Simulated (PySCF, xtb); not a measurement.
SrF2, SMILES [F][Sr][F].

Harmonic wavenumbers (cm⁻¹) from GFN2-xTB (xtb 6.7.1) at its own minimum, in rising order: 119, 340, 348.

What does PBE-D3(BJ)/def2-TZVP (PySCF 2.14.0) give at its own minimum? (The exact figures need the calculation; the answer reports its results.)

92, 469, 469. Paired by order, the mean absolute difference is 92 cm⁻¹ and the zero-point energies are 1.2 and 1.5 kcal/mol.
